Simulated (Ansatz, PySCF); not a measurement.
Breaking the Ga1–H2 bond in GaH (multiplicity 1 held). Energies count from the point at 1.689 Å.


Restricted levels (R-, RO-) in cc, def2 and unpolarised 6-31G sets keep to the state of the molecule at rest. U- levels take the lowest unrestricted solution at each point, which mixes spins at long bonds. Full CI gives the lowest state of the spin. Left out are points that failed, MP2 points that dive below the minimum, coupled-cluster points behind a jump of the amplitudes or a sharp parting from full CI or MRCI, small-basis points behind a change of solution, and semi-empirical points at long bonds. Curves can end on different states.

Frozen-core correlation. Filled d and f shells under p-block atoms count as core. Rows in LANL2DZ carry no dispersion term and start afresh at each structure. LANL2DZ brings its own core potentials from Na on.

Programs: Ansatz (a first-principles code) with Gaussian orbitals; PySCF for LANL2DZ rows. 

Energies in kJ/mol.

| R (Å) | R-r2SCAN/cc-pVTZ | R-B3LYP/LANL2DZ | U-wB97X-V/cc-pVTZ | FCI/cc-pVTZ |
|---|---|---|---|---|
| 1.351 | 75 | 84 | 76 | 85 |
| 1.520 | 13 | 18 | 13 | 16 |
| 1.689 | 0 | 0 | 0 | 0 |
| 1.858 | 12 | 8 | 13 | 10 |
| 2.027 | 36 | 30 | 39 | 34 |
| 2.280 | 82 | 75 | 88 | 78 |
| 2.534 | ? | 124 | 139 | 123 |
| 2.956 | 198 | 199 | 215 | 188 |
| 3.378 | ? | 261 | 259 | 234 |
| 3.885 | ? | 318 | 281 | 264 |
| 4.560 | 345 | 368 | 289 | 279 |
| 5.405 | 372 | left out | 290 | 283 |
| 6.756 | 390 | left out | 290 | 283 |

**Question.** Some entries are withheld; supply them.

**Answer.** 
- 2.534, R-r2SCAN/cc-pVTZ: 128
- 3.378, R-r2SCAN/cc-pVTZ: 254
- 3.885, R-r2SCAN/cc-pVTZ: 303

Doubts at one or more of the structures used: a restricted determinant that unrestricted orbitals would lower (R-r2SCAN/cc-pVTZ, R-B3LYP/LANL2DZ); a spin-contaminated determinant (U-wB97X-V/cc-pVTZ).
